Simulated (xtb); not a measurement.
C2H4O2, charge -1, doublet, from a rough starting geometry (a state made from the parent by changing its charge; the spin is typed, not shown lowest); xtb 6.7.1 with GFN2-xTB.

xtb was given this input:
```
$ xtb mol.xyz --gfn 2 --chrg -1 --uhf 1 --opt vtight --json

# file mol.xyz
8

C     -0.96502485    -0.12626637     0.02089546
C      0.44833927     0.33703446    -0.18178571
O      1.31941513    -0.43746395     0.47778477
O      0.78448950     1.23221267    -0.84742354
H     -1.62897931     0.44386405    -0.58694814
H     -1.02392650    -1.16174510    -0.33720535
H     -1.23627650    -0.09719268     1.05880221
H      2.22737253    -0.10653274     0.30128681
```

What the program printed (banner, timings and long lists left out):

```
   ID    Z sym.   atoms
    1    6 C      1, 2
    2    8 O      3, 4
    3    1 H      5-8

           -------------------------------------------------
          |                Calculation Setup                |
           -------------------------------------------------

           -------------------------------------------------
          |                 G F N 2 - x T B                 |
           -------------------------------------------------

          ...................................................
          :                      SETUP                      :
          :.................................................:
          :  # basis functions                  20          :
          :  # atomic orbitals                  20          :
          :  # shells                           12          :
          :  # electrons                        25          :
          :  max. iterations                   250          :
          :  Hamiltonian                  GFN2-xTB          :
          :  restarted?                      false          :
          :  GBSA solvation                  false          :
          :  PC potential                    false          :
          :  electronic temp.          300.0000000     K    :
          :  accuracy                    1.0000000          :
          :  -> integral cutoff          0.2500000E+02      :
          :  -> integral neglect         0.1000000E-07      :
          :  -> SCF convergence          0.1000000E-05 Eh   :
          :  -> wf. convergence          0.1000000E-03 e    :
          :  Broyden damping             0.4000000          :
          :  net charge                         -1          :
          :  unpaired electrons                  1          :
          ...................................................

 iter      E             dE          RMSdq      gap      omega  full diag
   1    -14.6406951 -0.146407E+02  0.459E+00    6.21       0.0  T
   2    -14.6676058 -0.269108E-01  0.240E+00    5.76       1.0  T
   3    -14.6687430 -0.113714E-02  0.933E-01    5.41       1.0  T
   4    -14.6688875 -0.144498E-03  0.195E-01    5.28       1.0  T
   5    -14.6689103 -0.228352E-04  0.729E-02    5.35       1.0  T
   6    -14.6689129 -0.258545E-05  0.200E-02    5.37       1.8  T
   7    -14.6689131 -0.240822E-06  0.630E-03    5.37       5.6  T
   8    -14.6689131 -0.285784E-07  0.122E-03    5.37      28.9  T
   9    -14.6689131 -0.508543E-09  0.412E-04    5.37      85.8  T
[...]
 * total energy  :   -14.5674955 Eh     change        0.1582083E-04 Eh
 * total energy  :   -14.5675726 Eh     change       -0.7715723E-04 Eh
 * total energy  :   -14.5675869 Eh     change       -0.1423797E-04 Eh
 * total energy  :   -14.5675974 Eh     change       -0.1053359E-04 Eh
 * total energy  :   -14.5676050 Eh     change       -0.7581952E-05 Eh
 * total energy  :   -14.5676075 Eh     change       -0.2480974E-05 Eh
 * total energy  :   -14.5676091 Eh     change       -0.1594336E-05 Eh
 * total energy  :   -14.5676099 Eh     change       -0.8120794E-06 Eh
 * total energy  :   -14.5676102 Eh     change       -0.2746300E-06 Eh
 * total energy  :   -14.5676104 Eh     change       -0.2181412E-06 Eh
 * total energy  :   -14.5676106 Eh     change       -0.2339348E-06 Eh
 * total energy  :   -14.5676107 Eh     change       -0.6459939E-07 Eh
   *** GEOMETRY OPTIMIZATION CONVERGED AFTER 29 ITERATIONS ***
         :: total energy             -14.567610677163 Eh    ::
[...]

     #   Z          covCN         q      C6AA      α(0)
     1   6 C        3.746    -0.079    22.078     6.702
     2   6 C        2.668     0.139    24.954     8.174
     3   8 O        1.643    -0.559    24.205     6.641
     4   8 O        0.855    -0.677    28.087     7.105
     5   1 H        0.924    -0.017     3.369     2.871
     6   1 H        0.922    -0.028     3.598     2.966
     7   1 H        0.924    -0.021     3.448     2.904
     8   1 H        0.805     0.242     0.925     1.511

 Mol. C6AA /au·bohr⁶  :        695.356470
 Mol. C8AA /au·bohr⁸  :      14498.737612
 Mol. α(0) /au        :         38.873750

Wiberg/Mayer (AO) data.
largest (>0.10) Wiberg bond orders for each atom

 ---------------------------------------------------------------------------
     #   Z sym  total        # sym  WBO       # sym  WBO       # sym  WBO
 ---------------------------------------------------------------------------
     1   6 C    3.977 --     5 H    0.988     7 H    0.988     2 C    0.977
                             6 H    0.967
     2   6 C    3.377 --     4 O    1.503     1 C    0.977     3 O    0.871
     3   8 O    1.910 --     8 H    0.925     2 C    0.871
     4   8 O    1.663 --     2 C    1.503
     5   1 H    1.000 --     1 C    0.988
     6   1 H    0.998 --     1 C    0.967
     7   1 H    1.000 --     1 C    0.988
     8   1 H    0.941 --     3 O    0.925
 ---------------------------------------------------------------------------

Topologies differ in total number of bonds
Writing topology from bond orders to xtbtopo.mol

molecular dipole:
                 x           y           z       tot (Debye)
 q only:       -1.151      -0.892       0.787
   full:       -1.189      -1.170       0.742       4.641
molecular quadrupole (traceless):
                xx          xy          yy          xz          yz          zz
 q only:        1.540      -2.659       0.445       1.313       4.834      -1.985
  q+dip:        3.302      -2.806      -0.240       1.262       5.946      -3.062
   full:        3.431      -3.008      -0.350       1.248       5.739      -3.081

optimized geometry written to: xtbopt.xyz

           -------------------------------------------------
          | TOTAL ENERGY              -14.567610677163 Eh   |
          | GRADIENT NORM               0.000043630033 Eh/α |
          | HOMO-LUMO GAP               7.133944193304 eV   |
           -------------------------------------------------

normal termination of xtb
```
